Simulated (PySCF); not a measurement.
SMILES [CH2]N(C)[Si](C)(C)C, doublet at its GFN2-xTB optimised geometry (Å):

```
21

C     -0.5515    -1.9745    -1.6663
N     -0.8952    -0.6654    -1.4160
C     -1.6873    -0.0427    -2.4483
Si    -0.2947     0.1672     0.0000
C     -0.9371     1.9579     0.0000
C      1.6169     0.1672     0.0000
C     -0.9124    -0.7363     1.5669
H     -0.0444    -2.5176    -0.8971
H     -1.0660    -2.5008    -2.4454
H     -1.1419    -0.0269    -3.3964
H     -1.9334     0.9764    -2.1696
H     -2.6158    -0.5999    -2.6022
H     -0.5936     2.5176    -0.8640
H     -2.0210     2.0055     0.0246
H     -0.5726     2.4730     0.8825
H      2.0040    -0.8427    -0.0921
H      2.0125     0.5863     0.9199
H      2.0210     0.7460    -0.8256
H     -1.9964    -0.7312     1.6359
H     -0.5913    -1.7731     1.5736
H     -0.5235    -0.2703     2.4669
```

Method: unrestricted PBE0/def2-SVP in PySCF 2.14.0.

Map of the log10 of the electron density (e/bohr³), floored at −4 on the plane z = 0.8 Å:

```
|                           |
|                           |
|          ...              |
|        .::--:.            |
|      .:--=++=-.           |
|     .:-=+*##*=:           |
|     :-++*%@@#+-.          |
|    .-=**#%@@#+-:...       |
|    .-=*##%@%#+=----:.     |
|    .:=+*##%#*+==+++=:.    |
|     :-=+*###**+*###+=:    |
|     .:-=+*###**#%@%#+-.   |
|     .:=+*#%####%@@@#+-.   |
|     :-=*#%%%%##%%%%*=:.   |
|     :=+*#%@%%######+=:    |
|    .-=*##%@%#******+-:    |
|     :=+*#%%%*+=++++=-.    |
|     .-=+*###*+=-===-:     |
|      :--+***+=-::::.      |
|       .:-=++=-:...        |
|        .:-==-:.           |
|         ..:::.            |
|                           |
|                           |
|                           |
|                           |
|                           |
```
Scale: ten equal steps from -4.00 (start of ' ') to -0.580 (end of '@'), in the order ' .:-=+*#%@'; x runs from -5.00 to 5.00, y from -5.00 (bottom) to 5.00 (top).
